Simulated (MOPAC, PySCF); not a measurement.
C10H8SSi, SMILES `c1(cccc2cc(sc21)C#C)[SiH3]`, neutral singlet in the gas phase. 

Cartesian coordinates (Å):
```xyz
20

C      4.8832     0.8900    -0.1721
C      3.7050     0.5532    -0.1068
C      2.3428     0.1872    -0.0359
C      1.7969    -1.0634     0.2073
C      0.3641    -1.0663     0.2075
C     -0.5294    -2.1449     0.4172
C     -1.9044    -1.9168     0.3725
C     -2.4158    -0.6226     0.1206
C     -1.5714     0.4834    -0.0944
Si    -2.2769     2.2014    -0.4288
C     -0.1794     0.2336    -0.0455
S      1.0906     1.4172    -0.2755
H      5.9239     1.1772    -0.2274
H      2.4180    -1.9519     0.3803
H     -0.1313    -3.1520     0.6133
H     -2.6032    -2.7511     0.5346
H     -3.5072    -0.4777     0.0920
H     -1.8146     3.1767     0.6207
H     -1.8138     2.7125    -1.7670
H     -3.7771     2.1143    -0.4123
```
Charge 0, multiplicity 1.

All levels are single points at this geometry (PBE-D3(BJ)/def2-SVP); Pople sets use spherical d functions. Orbital energies aren't observables, and empty levels follow the basis.

HF/3-21G in PySCF gives gap (eV) = 9.99.

Problem. Estimate the gap (eV) from each of these levels: PBE-D3(BJ)/def2-TZVP in PySCF; B3LYP/3-21G in PySCF; B3LYP/6-311+G** in PySCF; B3LYP/6-31G* in PySCF; B3LYP/LANL2DZ in PySCF; BP86/6-31G* in PySCF; PBE/6-31G* in PySCF; SVWN5/6-31G* in PySCF; HF/6-31G* in PySCF; PM3 in MOPAC; PM6 in MOPAC; PM7 in MOPAC.

Solution. 
```tsv
level	gap (eV)
PBE-D3(BJ)/def2-TZVP in PySCF	3.11
B3LYP/3-21G in PySCF	4.57
B3LYP/6-311+G** in PySCF	4.37
B3LYP/6-31G* in PySCF	4.45
B3LYP/LANL2DZ in PySCF	4.50
BP86/6-31G* in PySCF	3.15
PBE/6-31G* in PySCF	3.15
SVWN5/6-31G* in PySCF	3.14
HF/6-31G* in PySCF	9.88
PM3 in MOPAC	7.85
PM6 in MOPAC	7.87
PM7 in MOPAC	7.66
```
